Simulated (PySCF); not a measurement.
A calculated (PBE0, PySCF 2.14, x2c-SVPall, scalar relativity by spin-free X2C-1e) atom or ion has these occupied shells.

```csv
shell,electrons,orbital energy (eV),"rms radius, mean of both spins (bohr)"
1s α,1,-869.66,0.183
1s β,1,-868.51,0.183
2s α,1,-60.652,0.959
2s β,1,-57.449,0.959
2p α,3,-36.537,1.00
2p β,2,-34.365,1.00
```

Task: Name the element and its charge.

Result: Ne⁺ (neon, charge +1), in [He] 2s2 2p5, 2P determinant.
